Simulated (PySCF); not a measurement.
C4H5FSi, SMILES C#C/C(F)=C/[SiH3].

Coordinates come from a PBE0-D3(BJ)/def2-SVP optimisation. The structure was generated by enumeration; whether it is a known compound was not checked.

Level of theory: TDA-ωB97X/def2-SVPD run with PySCF.

Vertical excitations. The molecule is in vacuum. State labels are in the subgroup Cs.

```csv
state,symmetry,energy (eV),λ (nm),f,main pairs
S1,A",5.71,217,0.000,HOMO−1→LUMO 85 %
S2,A',5.75,216,0.428,HOMO→LUMO 76 %
S3,A",6.02,206,0.000,"HOMO→LUMO+1 46 %, HOMO→LUMO+2 24 %"
S4,A',7.22,172,0.436,"HOMO−2→LUMO 39 %, HOMO→LUMO 16 %, HOMO−1→LUMO+1 13 %, HOMO−1→LUMO+2 7 %"
S5,A",7.32,169,0.000,"HOMO→LUMO+2 48 %, HOMO→LUMO+1 29 %"
S6,A",7.46,166,0.003,HOMO−5→LUMO 83 %
S7,A",8.06,154,0.003,"HOMO−3→LUMO 43 %, HOMO→LUMO+5 15 %"
S8,A",8.19,151,0.003,"HOMO−3→LUMO 21 %, HOMO−2→LUMO+1 19 %, HOMO→LUMO+2 12 %, HOMO−2→LUMO+2 11 %"
S9,A",8.26,150,0.000,"HOMO→LUMO+3 41 %, HOMO→LUMO+4 11 %, HOMO−3→LUMO 11 %, HOMO−2→LUMO+1 10 %"
S10,A",8.44,147,0.037,"HOMO→LUMO+4 47 %, HOMO→LUMO+5 21 %"
T1,A',3.39,366,0,HOMO→LUMO 91 %
T2,A",5.30,234,0,HOMO−1→LUMO 67 %
T3,A',5.38,231,0,"HOMO−2→LUMO 25 %, HOMO−1→LUMO+1 21 %, HOMO−1→LUMO+2 16 %, HOMO−4→LUMO 9 %"
T4,A",5.79,214,0,"HOMO→LUMO+1 36 %, HOMO−1→LUMO 21 %, HOMO→LUMO+2 20 %"
```
Triplets are in the Tamm–Dancoff approximation.
